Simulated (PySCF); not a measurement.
Isomers of C7H12Ge.

All values: CAM-B3LYP/def2-SVPD (PySCF) at PBE0-D3(BJ)/def2-SVP geometries, gas phase, one conformer each. Core orbitals are frozen in the response; Δα² is half the sum of the squared differences of the principal polarisabilities. The calculation is non-relativistic, for germanium too.

(1) Rank by dipole moment, lowest first.
A. `[CH2:1]=[C:2]([CH3:3])[GeH:4]1[CH2:5][CH:6]=[CH:7][CH2:8]1` with C1–C2–Ge4–C5 -106°
B. `[CH:1]#[C:2][GeH:3]1[CH2:4][CH2:5][CH2:6][CH2:7][CH2:8]1` with C2–Ge3–C4–C5 -71°, Ge3–C4–C5–C6 -55°, C4–C5–C6–C7 67°, C5–C6–C7–C8 -67°
C. `[CH3:1][C:2]#[C:3][C@H:4]1[CH2:5][CH2:6][GeH2:7][CH2:8]1` with C3–C4–C5–C6 179°, C4–C5–C6–Ge7 -38°, C5–C6–Ge7–C8 13°, C6–Ge7–C8–C4 14°

(2) Rank by vertical ionisation energy (ΔSCF), lowest first.
A. `[CH:1]#[C:2][GeH:3]1[CH2:4][CH2:5][CH2:6][CH2:7][CH2:8]1` with C2–Ge3–C4–C5 -71°, Ge3–C4–C5–C6 -55°, C4–C5–C6–C7 67°, C5–C6–C7–C8 -67°
B. `[CH2:1]=[CH:2][CH2:3][GeH:4]1[CH2:5][CH:6]=[CH:7][CH2:8]1` with C1–C2–C3–Ge4 -101°, C2–C3–Ge4–C5 168°
C. `[CH3:1][CH2:2][CH2:3][C:4]1=[CH:5][GeH2:6][CH:7]=[CH:8]1` with C1–C2–C3–C4 -179°, C2–C3–C4–C5 -106°
D. `[CH3:1][C:2]#[C:3][GeH:4]1[CH2:5][CH2:6][CH2:7][CH2:8]1` with C3–Ge4–C5–C6 130°, Ge4–C5–C6–C7 -37°, C5–C6–C7–C8 52°, C6–C7–C8–Ge4 -37°
E. `[CH:1]1=[C:2]([CH:3]2[CH2:4][CH2:5]2)[CH2:6][GeH2:7][CH2:8]1` with C1–C2–C3–C4 22°

(3) Rank by HOMO–LUMO gap, highest first.
A. `[CH:1]#[C:2][GeH:3]1[CH2:4][CH2:5][CH2:6][CH2:7][CH2:8]1` with C2–Ge3–C4–C5 -71°, Ge3–C4–C5–C6 -55°, C4–C5–C6–C7 67°, C5–C6–C7–C8 -67°
B. `[CH3:1][C:2]#[C:3][C@@H:4]1[CH2:5][CH2:6][CH2:7][GeH2:8]1` with C3–C4–C5–C6 -77°, C4–C5–C6–C7 -54°, C5–C6–C7–Ge8 36°, C6–C7–Ge8–C4 -10°
C. `[CH:1]1=[C:2]([CH:3]2[CH2:4][CH2:5]2)[CH2:6][GeH2:7][CH2:8]1` with C1–C2–C3–C4 22°
D. `[CH3:1][C:2]#[C:3][C@H:4]1[CH2:5][CH2:6][GeH2:7][CH2:8]1` with C3–C4–C5–C6 179°, C4–C5–C6–Ge7 -38°, C5–C6–Ge7–C8 13°, C6–Ge7–C8–C4 14°
E. `[CH2:1]=[C:2]([CH3:3])[GeH:4]1[CH2:5][CH:6]=[CH:7][CH2:8]1` with C1–C2–Ge4–C5 -106°
F. `[CH3:1][CH2:2][CH2:3][C:4]1=[CH:5][GeH2:6][CH:7]=[CH:8]1` with C1–C2–C3–C4 -179°, C2–C3–C4–C5 -106°

## Answers

(1) A (0.38 D), C (0.59 D), B (0.91 D).

(2) C (8.40 eV), E (8.55 eV), B (8.85 eV), D (9.08 eV), A (9.35 eV).

(3) A (9.84 eV), D (9.48 eV), E (9.35 eV), C (9.11 eV), B (8.97 eV), F (7.69 eV).

All values together:

| SMILES | μ (D) | HOMO (eV) | LUMO (eV) | α (Å³) | Δα (Å³) | ΔSCF removal energy (eV) |
| --- | --- | --- | --- | --- | --- | --- |
| CC#C[C@@H]1CC[CH2][GeH2]1 | 0.57 | -7.88 | 1.09 | 16.63 | 6.05 | 8.53 |
| CC#C[C@H]1C[CH2][GeH2][CH2]1 | 0.59 | -8.38 | 1.10 | 16.79 | 8.92 | 9.09 |
| C#[C][GeH]1[CH2]CCC[CH2]1 | 0.91 | -8.70 | 1.14 | 15.76 | 3.02 | 9.35 |
| CCCC1=[CH][GeH2][CH]=C1 | 0.87 | -7.84 | -0.15 | 16.63 | 7.84 | 8.40 |
| C=[C](C)[GeH]1[CH2]C=C[CH2]1 | 0.38 | -8.31 | 1.04 | 16.29 | 3.85 | 9.03 |
| CC[CH2][GeH]1[CH]=CC=[CH]1 | 0.59 | -7.88 | -0.24 | 16.23 | 3.96 | 8.50 |
| C#C[C@H]1CCC[CH2][GeH2]1 | 0.93 | -8.31 | 1.14 | 15.99 | 3.06 | 8.99 |
| CC#[C][GeH]1[CH2]CC[CH2]1 | 0.82 | -8.44 | 1.13 | 16.55 | 7.28 | 9.08 |
| C1=C(C2CC2)[CH2][GeH2][CH2]1 | 0.51 | -7.97 | 1.15 | 16.04 | 5.48 | 8.55 |
| C=C[CH2][GeH]1[CH2]C=C[CH2]1 | 0.42 | -8.19 | 1.21 | 16.45 | 5.19 | 8.85 |

Conformers: `[CH3:1][C:2]#[C:3][C@@H:4]1[CH2:5][CH2:6][CH2:7][GeH2:8]1` with C3–C4–C5–C6 -77°, C4–C5–C6–C7 -54°, C5–C6–C7–Ge8 36°, C6–C7–Ge8–C4 -10°; `[CH3:1][C:2]#[C:3][C@H:4]1[CH2:5][CH2:6][GeH2:7][CH2:8]1` with C3–C4–C5–C6 179°, C4–C5–C6–Ge7 -38°, C5–C6–Ge7–C8 13°, C6–Ge7–C8–C4 14°; `[CH:1]#[C:2][GeH:3]1[CH2:4][CH2:5][CH2:6][CH2:7][CH2:8]1` with C2–Ge3–C4–C5 -71°, Ge3–C4–C5–C6 -55°, C4–C5–C6–C7 67°, C5–C6–C7–C8 -67°; `[CH3:1][CH2:2][CH2:3][C:4]1=[CH:5][GeH2:6][CH:7]=[CH:8]1` with C1–C2–C3–C4 -179°, C2–C3–C4–C5 -106°; `[CH2:1]=[C:2]([CH3:3])[GeH:4]1[CH2:5][CH:6]=[CH:7][CH2:8]1` with C1–C2–Ge4–C5 -106°; `[CH3:1][CH2:2][CH2:3][GeH:4]1[CH:5]=[CH:6][CH:7]=[CH:8]1` with C1–C2–C3–Ge4 179°, C2–C3–Ge4–C5 -49°; `[CH:1]#[C:2][C@H:3]1[CH2:4][CH2:5][CH2:6][CH2:7][GeH2:8]1` with C2–C3–C4–C5 63°, C3–C4–C5–C6 67°, C4–C5–C6–C7 -66°, C5–C6–C7–Ge8 56°; `[CH3:1][C:2]#[C:3][GeH:4]1[CH2:5][CH2:6][CH2:7][CH2:8]1` with C3–Ge4–C5–C6 130°, Ge4–C5–C6–C7 -37°, C5–C6–C7–C8 52°, C6–C7–C8–Ge4 -37°; `[CH:1]1=[C:2]([CH:3]2[CH2:4][CH2:5]2)[CH2:6][GeH2:7][CH2:8]1` with C1–C2–C3–C4 22°; `[CH2:1]=[CH:2][CH2:3][GeH:4]1[CH2:5][CH:6]=[CH:7][CH2:8]1` with C1–C2–C3–Ge4 -101°, C2–C3–Ge4–C5 168°.

Q: By how much does the ΔSCF value exceed −ε(HOMO) over the species that have both?

A: By 0.56 to 0.72 eV, 0.65 eV on average, over 10 species.
